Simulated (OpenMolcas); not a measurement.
Pr4+ with 7 ligands (chloride) in pentagonal bipyramidal coordination (D5h). The axial distance is 1.11 times the equatorial one, R.

```yaml
Program: OpenMolcas
Method: "SS-CASPT2, IPEA 0.25 Eh, imaginary shift 0.1 Eh (closed shells correlated: 5s 5p and the ligand valence shells)"
Basis: ANO-RCC-VDZP [7s6p4d2f1g]
Scalar_Hamiltonian: DKH2, point nucleus
Active_space: 1 electron in 7 orbitals (4f)
State_averaging: 2S+1 = 2 odd, 7 roots
Spin-orbit_coupling: RASSI with atomic mean-field integrals over the reference wave functions
```

All ligands move together. At R = 2.64 Å the width of the lowest J multiplet is 1055 cm-1, and at R = 2.73 Å it is 1035 cm-1.

Problem. A third run gives 1048 cm-1. What distance was it run at?

Solution. With a power law R^-n the two known points give n = -ln(1035 / 1055) / ln(2.73 / 2.64) = 0.57. Then R = 2.64 × (1055 / 1048)^(1/0.57) = 2.671 Å. The run was at 2.67 Å, so the estimate is off by +0.001 Å.

Over all roots computed the reference weight is 0.63 in R = 2.64, 0.63 in R = 2.67, 0.63 in R = 2.73; a low but even weight reflects the number of correlated electrons. Splittings of an f shell from a small cluster at a set distance can be off by tens of per cent, mostly too small. No measured value stands beside these numbers; the geometry was imposed, not optimised, and the real ion may take another.
